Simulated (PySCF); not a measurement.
Broadened absorption spectrum of C3H6N2O2Si

Compound: C3H6N2O2Si.
Bonds: Si1–O2, O2–C3, C3–C4, C4–N5 (aromatic), N5–C6 (aromatic), C6–O7 (aromatic), O7–N8 (aromatic), C4–N8 (aromatic). Hydrogens: H9, H10, H11 on Si1; H12, H13 on C3; H14 on C6.

Computed, not measured: TDDFT wB97X-D/def2-SVPD, vertical, gas phase, core orbitals frozen in the response (PySCF). Isolated species at its GFN2-xTB geometry (one conformer only). Torsions of this conformer, `[SiH3:1][O:2][CH2:3][c:4]1[n:5][cH:6][o:7][n:8]1`: Si1–O2–C3–C4 47°, O2–C3–C4–N5 -57°.

Computed states:

| state | E (eV) | f |
| --- | --- | --- |
| S1 | 6.17 | 0.0060 |
| S2 | 6.92 | 0.0075 |
| S3 | 7.11 | 0.072 |
| S4 | 7.24 | 0.0049 |
| S5 | 7.56 | 0.050 |
| S6 | 7.63 | 0.0050 |
| S7 | 7.74 | 0.0018 |
| S8 | 7.85 | 0.0060 |

Each state is given a Gaussian of 0.3 eV full width at half maximum, with ε(max) = 2.175×10⁸ f / Δν̃ (Δν̃ the width in cm⁻¹). The width is an assumption, not a result. The curve ends short of the highest state used, and states not computed would add to its high-energy end.

(1) Give the broadened spectrum and its maxima.

(2) On this curve, what absorbance would a 10⁻⁵ mol/L sample give at 193 nm over a 1 cm path?

(3) Coming from long wavelengths, where does ε first pass 100 L mol⁻¹ cm⁻¹?

## Answers

(1) 
```json
{"E (eV)": "5.72", "ε (L mol⁻¹ cm⁻¹)": "1"}
{"E (eV)": "5.76", "ε (L mol⁻¹ cm⁻¹)": "3"}
{"E (eV)": "5.80", "ε (L mol⁻¹ cm⁻¹)": "9"}
{"E (eV)": "5.85", "ε (L mol⁻¹ cm⁻¹)": "25"}
{"E (eV)": "5.89", "ε (L mol⁻¹ cm⁻¹)": "53"}
{"E (eV)": "5.94", "ε (L mol⁻¹ cm⁻¹)": "114"}
{"E (eV)": "5.98", "ε (L mol⁻¹ cm⁻¹)": "189"}
{"E (eV)": "6.02", "ε (L mol⁻¹ cm⁻¹)": "284"}
{"E (eV)": "6.07", "ε (L mol⁻¹ cm⁻¹)": "411"}
{"E (eV)": "6.11", "ε (L mol⁻¹ cm⁻¹)": "495"}
{"E (eV)": "6.15", "ε (L mol⁻¹ cm⁻¹)": "540"}
{"E (eV)": "6.20", "ε (L mol⁻¹ cm⁻¹)": "524"}
{"E (eV)": "6.24", "ε (L mol⁻¹ cm⁻¹)": "458"}
{"E (eV)": "6.29", "ε (L mol⁻¹ cm⁻¹)": "337"}
{"E (eV)": "6.33", "ε (L mol⁻¹ cm⁻¹)": "236"}
{"E (eV)": "6.37", "ε (L mol⁻¹ cm⁻¹)": "149"}
{"E (eV)": "6.42", "ε (L mol⁻¹ cm⁻¹)": "74"}
{"E (eV)": "6.46", "ε (L mol⁻¹ cm⁻¹)": "38"}
{"E (eV)": "6.51", "ε (L mol⁻¹ cm⁻¹)": "18"}
{"E (eV)": "6.55", "ε (L mol⁻¹ cm⁻¹)": "16"}
{"E (eV)": "6.59", "ε (L mol⁻¹ cm⁻¹)": "27"}
{"E (eV)": "6.64", "ε (L mol⁻¹ cm⁻¹)": "66"}
{"E (eV)": "6.68", "ε (L mol⁻¹ cm⁻¹)": "133"}
{"E (eV)": "6.73", "ε (L mol⁻¹ cm⁻¹)": "289"}
{"E (eV)": "6.77", "ε (L mol⁻¹ cm⁻¹)": "506"}
{"E (eV)": "6.81", "ε (L mol⁻¹ cm⁻¹)": "843"}
{"E (eV)": "6.86", "ε (L mol⁻¹ cm⁻¹)": "1502"}
{"E (eV)": "6.90", "ε (L mol⁻¹ cm⁻¹)": "2270"}
{"E (eV)": "6.95", "ε (L mol⁻¹ cm⁻¹)": "3537"}
{"E (eV)": "6.99", "ε (L mol⁻¹ cm⁻¹)": "4704"}
{"E (eV)": "7.03", "ε (L mol⁻¹ cm⁻¹)": "5820"}
{"E (eV)": "7.08", "ε (L mol⁻¹ cm⁻¹)": "6791"}
{"E (eV)": "7.12", "ε (L mol⁻¹ cm⁻¹)": "6986"}
{"E (eV)": "7.17", "ε (L mol⁻¹ cm⁻¹)": "6414"}
{"E (eV)": "7.21", "ε (L mol⁻¹ cm⁻¹)": "5464"}
{"E (eV)": "7.25", "ε (L mol⁻¹ cm⁻¹)": "4357"}
```

Maxima: 201 nm (6.16 eV), ε about 540, made up of S1 (100%); 174 nm (7.11 eV), ε about 7000, made up of S3 (93%) (ε in L mol⁻¹ cm⁻¹; maxima over ε = 5, shares over 10%).

(2) 193 nm is 6.424 eV, where ε is about 69 L mol⁻¹ cm⁻¹, so A = ε c l ≈ 0.00069 (Beer–Lambert, with the gas-phase spectrum and the assumed width).

(3) At about 209 nm (5.93 eV), 0.23 eV below S1.
